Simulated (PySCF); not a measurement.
Run record: geometry optimisation, W(NH)2Me2 (`[CH3][W]([CH3])(=[NH])=[NH]`).

Computed with PBE0-D3(BJ)/def2-SVP geometry optimisation, gas phase, def2 core potentials past Kr (PySCF 2.14.0). Start geometry: GFN2-xTB. The input is one job of a driver script: a line of settings, then coordinates in Å.

Input:
```
{"job": {"xc": "PBE0", "basis": "def2-SVP", "d3": "d3bj", "grid": 1, "maxiter": 30, "shake": 0.03, "kind": "geom"}, "charge": 0, "multiplicity": 1}
W      0.497640    -0.077380     0.321060
N      0.320980     0.024440     2.082520
H      0.553970     0.050960     3.048030
N      2.175250    -0.034180    -0.404550
H      3.087610    -0.078300    -0.502480
C     -0.627200     1.775750    -0.482630
H     -0.371940     1.933560    -1.544460
H     -0.445480     2.748170     0.009560
H     -1.704730     1.528820    -0.341640
C     -0.666360    -1.768450    -0.388710
H     -1.615910    -1.951860     0.175480
H     -0.127890    -2.728190    -0.460550
H     -1.045320    -1.475440    -1.489440
```

Output:
```
step   0  E = -257.25070244  max force = 0.178691
step   1  E = -257.28072523  max force = 0.059427
step   2  E = -257.28262099  max force = 0.042349
step   3  E = -257.28587132  max force = 0.005519
step   4  E = -257.28634351  max force = 0.007332
step   5  E = -257.28657343  max force = 0.002168
step   6  E = -257.28675609  max force = 0.002536
step   7  E = -257.28686300  max force = 0.002549
step   8  E = -257.28703704  max force = 0.002183
step   9  E = -257.28718761  max force = 0.001804
step  10  E = -257.28730966  max force = 0.001466
step  11  E = -257.28737145  max force = 0.001783
step  12  E = -257.28739745  max force = 0.000647
step  13  E = -257.28740725  max force = 0.000396
optimisation converged
```

Energies in Eh; «max force» is the largest Cartesian gradient component in Eh/bohr.

Give the first gradient maximum in eV/Å.

With 1 Eh/bohr = 51.422 eV/Å, 9.189 eV/Å.

How much energy does the optimisation release, in kcal/mol?

E(step 0) − E(last step) = 0.036705 Eh, which is 23.0 kcal/mol.

Summary of the converged run: final energy -257.28741 Eh after 13 steps; dipole 0.41 D.

Where do the atoms end?

0.283 Å rms from the input after alignment:
```
atom  x, y, z in Å
W1     0.2994   -0.0024    0.2375
N2     0.1677   -0.0182    1.9838
H3     0.5405   -0.0096    2.9281
N4     1.9507    0.0227   -0.3421
H5     2.9598    0.0350   -0.2324
C6    -0.6316    1.7751   -0.4524
H7    -0.5960    1.8006   -1.5559
H8    -0.1497    2.6919   -0.0785
H9    -1.6851    1.7887   -0.1216
C10   -0.5808   -1.7939   -0.4813
H11   -1.6299   -1.8505   -0.1423
H12   -0.0633   -2.7022   -0.1354
H13   -0.5511   -1.7892   -1.5853
```

On one thread of an Arm Neoverse V2, shared host, this took 1.9 min wall and 0.48 GiB of memory at its peak.
Labels such as C1 count atoms from 1, the log's own numbers from 0.
